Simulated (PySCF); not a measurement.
GeF3I, SMILES [F][Ge]([F])([F])[I]. Geometry optimised at B3LYP-D3(BJ)/def2-SVP. The def2 effective core potentials stand for the cores of I; spin–orbit coupling is left out.

All values below come from B3LYP-D3(BJ)/def2-SVP in PySCF 2.14.0.

Harmonic wavenumbers (cm⁻¹): 136, 136, 207, 232, 232, 311, 718, 764, 764. Rotational constants (GHz): 3.510, 0.8810, 0.8810; symmetry number 3.

Q: Work out the zero-point energy and the ideal-gas rigid-rotor harmonic-oscillator thermochemistry at 298.15 K and 1 atm.

A: ZPE = ½ Σ hcν = ½ × 3501 cm⁻¹ = 20.94 kJ/mol. H − E(el) = 40.31 kJ/mol. Entropy in J/(mol K): translation 177.93, rotation 112.86, vibration 57.06, total 347.85. G − E(el) = -63.40 kJ/mol. Cp = 88.15 J/(mol K). Modes under 150 cm⁻¹ make the vibrational entropy uncertain.
